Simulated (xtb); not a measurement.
Be₂H₂, SMILES [BeH][BeH]. All values are semi-empirical tight-binding results from xtb (GFN2-xTB unless named), good for trends rather than for accurate numbers. Geometry optimised at GFN2-xTB.

For metal compounds this method's bond lengths and energies can be far off.

```yaml
point_group_as_xtb_finds_it: C2v
orbital_gap: 3.35 eV
zero_point_energy: 7.7 kcal/mol
G − E(el) at 298.15 K (modified RRHO): -5.7 kcal/mol
```

Problem. Give the IR lines (harmonic; lines under 4 % of the strongest left out, lines within 3 cm⁻¹ merged). (Estimate from the structure and the level; the computed values follow.)

Solution. ν (cm⁻¹): 296 (w), 435 (w), 596 (m), 1773 (vs), 1812 (m) (against the strongest line: vs over 80 %, s over 45 %, m over 15 %, w over 4 %, vw less)
